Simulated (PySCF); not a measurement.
Choosing a molecule for a target property.

Species are written as SMILES; each is one conformer at its optimised geometry, gas phase, non-relativistic unless stated; the electronic structure was computed with PySCF and density fitting.

Dipoles, sizes and rotational constants follow the conformer. The torsions of the flexible species, by atom-mapped SMILES:
- `[CH:1]#[C:2]/[C:3](=[CH:4]\[O:5][SiH3:6])[CH2:7][CH2:8][CH3:9]`: C3–C4–O5–Si6 167°, C2–C3–C7–C8 69°, C3–C7–C8–C9 64°
- `[CH3:1][CH2:2][CH2:3][Si@@H:4]([Cl:5])[CH:6]([CH3:7])[CH3:8]`: C1–C2–C3–Si4 180°, C2–C3–Si4–Cl5 52°, C3–Si4–C6–C7 -172°
- `[OH:1][CH2:2][PH:3][CH2:4][c:5]1[cH:6][cH:7][cH:8][cH:9][cH:10]1`: O1–C2–P3–C4 74°, C2–P3–C4–C5 168°, P3–C4–C5–C6 84°, H–O1–C2–P3 63°
- `[CH3:1][CH2:2][Si:3]1([C:4]([Cl:5])([Cl:6])[Cl:7])[CH2:8][S:9][CH2:10]1`: C1–C2–Si3–C4 -61°, C2–Si3–C4–Cl5 72°
- `[CH3:1][CH2:2][S:3](=[O:4])(=[O:5])[CH2:6]/[CH:7]=[N:8]\[CH3:9]`: C1–C2–S3–O4 62°, C2–S3–C6–C7 -59°, S3–C6–C7–N8 108°

(1) Wanted: HOMO energy above -6.4 eV (PBE0/pcSseg-1) and dipole moment below 3 D (PBE0/pcSseg-1), at GFN2-xTB geometries. Which candidate meets both?
A. `[Si@@H](Cl)(CCC)C(C)C`
B. `CCS(=O)(=O)C/C=N\C`
C. `CC[Si]1(C(Cl)(Cl)Cl)CSC1`
D. `c1cc(CPCO)ccc1`
E. `C#C/C(=C\O[SiH3])CCC`

Answers

(1) E. Computed values:
| species | HOMO energy | dipole moment |
| --- | --- | --- |
| [Si@@H](Cl)(CCC)C(C)C | -7.88 eV | 1.90 D |
| CCS(=O)(=O)C/C=N\C | -7.41 eV | 4.00 D |
| c1cc(CPCO)ccc1 | -6.89 eV | 0.86 D |
| CC[Si]1(C(Cl)(Cl)Cl)CSC1 | -6.49 eV | 2.24 D |
| C#C/C(=C\O[SiH3])CCC | -6.32 eV | 1.48 D |
